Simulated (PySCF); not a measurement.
Si(F)(Me)2(SH) (C2H7FSSi), SMILES C[Si](F)(S)C. Geometry: B3LYP-D3(BJ)/def2-SVP. The values are those of a single conformer.

Computed equilibrium geometry at B3LYP-D3(BJ)/def2-SVP (PySCF confirms it by a frequency run) as Cartesian coordinates in Å (one conformer of several):
```xyz
12

C      1.5616    -0.1323    -1.2551
Si     0.1219    -0.3137    -0.0825
C     -1.2581    -1.3458    -0.7972
F      0.6588    -1.0471     1.2755
S     -0.5891     1.6025     0.6220
H      1.2564     0.4028    -2.1693
H      2.3770     0.4374    -0.7838
H      1.9492    -1.1207    -1.5525
H     -2.0682    -1.4734    -0.0630
H     -1.6831    -0.8644    -1.6932
H     -0.8881    -2.3424    -1.0895
H     -0.9747     2.0033    -0.6127
```
